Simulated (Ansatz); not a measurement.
`C=C(F)/C(F)=C/F` and `F/C=C/C(F)=C\F` differ in one atom or group (the configuration at the double bond changes too).

Ansatz, PBE0-D4/def2-TZVP geometries, multiplicity 1. Each molecule was computed in one conformer, which needn't be the lowest.

| property | `C=C(F)/C(F)=C/F` |
| --- | --- |
| size of the dipole moment (ωB97M-V/def2-TZVPP) / D | 1.15 |
| LUMO energy (B3LYP/def2-TZVPP) / eV | -1.41 |
| LUMO energy (PBE/def2-TZVPP) / eV | -2.04 |
| HOMO–LUMO gap (PBE0/def2-TZVPP) / eV | 5.98 |
| HOMO–LUMO gap (PBE/def2-TZVPP) / eV | 3.97 |
| HOMO energy (PBE/def2-TZVPP) / eV | -6.01 |

Task: Give the same properties after the change, and the shifts. (Estimate.)

Result: Ansatz gave: 
```
                                          property  `F/C=C/C(F)=C\F`  shift
size of the dipole moment (ωB97M-V/def2-TZVPP) / D              0.85  -0.30
               LUMO energy (B3LYP/def2-TZVPP) / eV             -1.31   0.10
                 LUMO energy (PBE/def2-TZVPP) / eV             -1.94   0.10
              HOMO–LUMO gap (PBE0/def2-TZVPP) / eV              5.77  -0.21
               HOMO–LUMO gap (PBE/def2-TZVPP) / eV              3.74  -0.23
                 HOMO energy (PBE/def2-TZVPP) / eV             -5.68   0.33
```

With PBE0 the HOMO rises by 0.32 eV and the LUMO rises by 0.11 eV, so the gap narrows by about 0.21 eV. PBE moves the HOMO by 0.33 eV and ωB97M-V by 0.32 eV. Dipoles are sizes alone; their direction can turn.

Positive LUMOs are unbound, so they and the gaps depend on the basis.

B3LYP here is the variant with VWN-RPA as its local correlation; programs differ in this.
